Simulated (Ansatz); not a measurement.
Geometry optimisation, Ansatz 0.2.0, RHF/def2-SVP.

Input:

```yaml
crystal:
  periodic: [false, false, false]
  atoms:
    - { symbol: Ta, position_ang: [-0.627578, -0.232744, 0.352418] }
    - { symbol: O, position_ang: [2.571774, -0.369449, 0.231781] }
    - { symbol: H, position_ang: [2.857296, -0.160235, 1.109999] }
    - { symbol: F, position_ang: [0.166233, 0.179341, 2.017164] }
    - { symbol: F, position_ang: [-0.200716, -0.380667, -1.470259] }
    - { symbol: O, position_ang: [-0.949041, 1.59752, 0.106895] }
    - { symbol: H, position_ang: [-0.957591, 2.529999, -0.019509] }
    - { symbol: F, position_ang: [-2.389477, -0.746949, 0.613638] }
    - { symbol: O, position_ang: [0.125078, -2.043758, 0.585931] }
    - { symbol: Al, position_ang: [0.262656, -3.720235, 0.844837] }
    - { symbol: H, position_ang: [1.717051, -4.326642, 0.845198] }
    - { symbol: H, position_ang: [-1.035451, -4.577737, 1.092533] }
    - { symbol: H, position_ang: [2.175667, -1.255646, 0.289573] }
basis:
  gaussian: { orbitals: def2-SVP }
hamiltonian:
  xc: hf
relax:
  f_tol: 0.03
  max_steps: 50
```

Launched with:

```bash
$ ansatz run input.yaml --threads 4 --pin off --max-ram 5120MiB --backend cpu --events-out ev --progress --plain --runs-dir out
```

Where does it end, and by what steps?

The forces met the threshold. The force dipped under the threshold on the way, but the program's further checks kept it going. After 16 steps the energy has fallen by 0.799 eV; H13 moved furthest, 1.10 Å. Joined: Ta1–O2 (3.20 → 2.30 Å).

| step | energy less start (eV) | largest force component (eV/Å) | accepted |
| --- | --- | --- | --- |
| 0 | 0.0000 | 1.342 | yes |
| 1 | -0.1143 | 2.160 | yes |
| 2 | -0.2449 | 2.926 | yes |
| 3 | -0.4641 | 2.581 | yes |
| 4 | -0.6607 | 1.167 | yes |
| 5 | -0.7313 | 0.305 | yes |
| 6 | -0.7666 | 0.305 | yes |
| 7 | -0.7507 | 1.048 | no |
| 8 | -0.7809 | 0.183 | yes |
| 9 | -0.7887 | 0.105 | yes |
| 10 | -0.7882 | 0.396 | no |
| 11 | -0.7935 | 0.045 | yes |
| 12 | -0.7958 | 0.187 | yes |
| 13 | -0.7981 | 0.015 | yes |
| 14 | -0.7983 | 0.050 | yes |
| 15 | -0.7983 | 0.033 | yes |
| 16 | -0.7985 | 0.006 | yes |

```xyz
13
Properties=species:S:1:pos:R:3
Ta -0.403 -0.333 0.423
O 1.882 -0.078 0.320
H 2.390 -0.190 1.114
F 0.105 -0.018 2.232
F 0.004 -0.599 -1.420
O -0.547 1.527 0.129
H -0.544 2.451 -0.031
F -2.251 -0.584 0.514
O -0.043 -2.190 0.705
Al 0.177 -3.859 0.942
H 1.661 -4.394 0.944
H -1.064 -4.801 1.149
H 2.349 -0.439 -0.422
```

Whether the end is a true minimum wasn't checked by a vibrational analysis.

Time of the run: 48 s on 4 threads of Arm Neoverse V2, on a shared host, peak memory 0.48 GiB.
